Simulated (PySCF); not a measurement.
Heteronuclear NMR

Cartesian coordinates in Å; atom numbers follow the order of the lines, from 1:
```xyz
18

O     0.7177   -1.1009   -1.6614
C     0.3577   -1.7856   -0.7494
O    -0.0101   -1.4017    0.4549
C    -0.0264   -0.0315    0.7830
C     1.0371    0.7494    0.6406
Si    2.7210    0.2538   -0.0316
C    -1.3716    0.3799    1.2655
Si   -2.5403    0.6317   -0.2338
H     0.2582   -2.8851   -0.8071
H     0.9048    1.7788    0.9436
H     3.6994    1.0280    0.7431
H     2.8251    0.5913   -1.4462
H     2.9744   -1.1701    0.2092
H    -1.2924    1.2964    1.8472
H    -1.7746   -0.4001    1.9121
H    -2.6151   -0.6132   -0.9986
H    -3.8627    0.9667    0.2973
H    -2.0110    1.7185   -1.0541
```

PySCF 2.14 calculation with NMR shieldings at PBE0/pcSseg-1/GIAO and geometry from GFN2-xTB; one computed conformer, no relativistic terms, isolated molecule, rapidly exchanging positions averaged.

(1) Predict the ²⁹Si NMR data.

(2) Predict the ¹⁷O NMR data.

Results:

(1) 
```json
{"atoms": "Si8", "environment": "silicon bonded to C, 3 H", "σ (ppm)": "417.6", "δ (ppm)": "-63.3"}
{"atoms": "Si6", "environment": "silicon bonded to C, 3 H", "σ (ppm)": "433.0", "δ (ppm)": "-75.9"}
```

Shieldings were converted by a linear fit to measured shifts: ²⁹Si (scatter 8.9 ppm rms, 25.8 ppm with the 6 outliers that the fit left out vs TMS, solution or neat liquid). A few per cent of atoms miss by over 2 rms, more outside the fitted compound classes.

On a 600 MHz spectrometer ²⁹Si resonates near 119.2 MHz, so 1 ppm is 119.2 Hz.

(2) 
| atoms | environment | σ (ppm) | δ (ppm) |
| --- | --- | --- | --- |
| O1 | ester carbonyl oxygen | -106.5 | 363.7 |
| O3 | ester alkoxy oxygen | 59.8 | 212.2 |

Shieldings were converted by a linear fit to measured shifts: ¹⁷O: δ = 266.70 − 0.911σ (rms 10.7 ppm, 155 shifts, 12.2 ppm with the 3 outliers that the fit left out vs liquid water, solution or neat liquid). A few per cent of atoms miss by over 2 rms, more outside the fitted compound classes.

On a 400 MHz spectrometer ¹⁷O resonates near 54.2 MHz, so 1 ppm is 54.2 Hz.
